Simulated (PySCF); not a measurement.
# Working out the ionisation energy of Re⁺

Re⁺ [Xe] 4f14 5d5 6s1 (7S) → Re²⁺ [Xe] 4f14 5d5 (6S). All numbers are calculated (PySCF 2.14, scalar relativity through the core potential, in def2-QZVPPD with the def2 core potential (60 electrons) (7s6p4d4f2g, 91 functions)). Frozen: nothing. Energies in hartree (1 hartree = 27.21139 eV):

```csv
part,Re⁺ (lower),Re²⁺ (upper)
UHF,-77.318293,-76.742328
MP2 opposite-spin,-0.217835,-0.206751
MP2 same-spin,-0.140309,-0.113309
```

Q: What does Hartree-Fock give?

A: (-76.742328) − (-77.318293) = 0.575965 hartree = 15.673 eV.

Q: What do MP2 and SCS-MP2 (6/5 opposite-spin, 1/3 same-spin) give?

A: The opposite-spin parts differ by 0.302 eV and the same-spin parts by 0.735 eV. MP2: 15.673 + (0.302) + (0.735) = 16.710 eV. SCS-MP2: 15.673 + 1.2 × (0.302) + (0.735)/3 = 16.280 eV.

Reference: 16.6 ± 0.5 eV (semi-empirical (NIST evaluation); NIST Atomic Spectra Database, ionization energies).

What remains against the reference includes basis incompleteness and correlation beyond second order.
